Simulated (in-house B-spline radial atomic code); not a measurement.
Radial electron density of the vanadium ion V³⁺, [Ar] 3d1 4f1. Method: non-relativistic BLYP, spin-polarised, spherical fractional occupations, point nucleus. Calculated with a B-spline radial code for spherical atoms.

Columns: r (bohr), 4πr²n(r) (electrons per bohr), bar.

```
 0.00301   0.8115 #
  0.0037    1.188 ##
 0.00456    1.734 ###
 0.00561    2.501 ####
  0.0069    3.566 #####
 0.00848    5.008 ########
  0.0104    6.897 ##########
  0.0128    9.358 ##############
  0.0158    12.43 ###################
  0.0194     15.9 ########################
  0.0239    19.66 #############################
  0.0294     23.2 ###################################
  0.0361    25.93 #######################################
  0.0445    27.26 #########################################
  0.0547    26.78 ########################################
  0.0673    24.72 #####################################
  0.0827    22.19 #################################
   0.102     20.8 ###############################
   0.125     21.9 #################################
   0.154    25.36 ######################################
   0.189    28.86 ###########################################
   0.233    29.33 ############################################
   0.287    24.91 #####################################
   0.352    17.47 ##########################
   0.434     10.9 ################
   0.533    8.681 #############
   0.656    9.953 ###############
   0.807    11.11 #################
   0.993    9.584 ##############
    1.22    6.121 #########
     1.5    2.861 ####
    1.85   0.9961 #
    2.27   0.3568 #
     2.8   0.2517 
    3.44   0.2833 
    4.23   0.2701 
     5.2   0.1792 
     6.4  0.07523 
    7.87  0.01843 
    9.68  0.00235 
    11.9 0.0001371 
    14.6 3.156e-06
```

On this grid the curve has 4 maxima, near 0.0445, 0.233, 0.807, 3.44 bohr.

The 3d up radial function P(r) = rR(r), positive near the nucleus:

```tsv
r (bohr)	P
0.0239	0.001132
0.0361	0.003571
0.0547	0.0109
0.0827	0.03117
0.125	0.08211
0.189	0.194
0.287	0.3993
0.434	0.6776
0.656	0.9128
0.993	0.9158
1.5	0.6361
2.27	0.2712
3.44	0.05644
5.2	0.003976
```
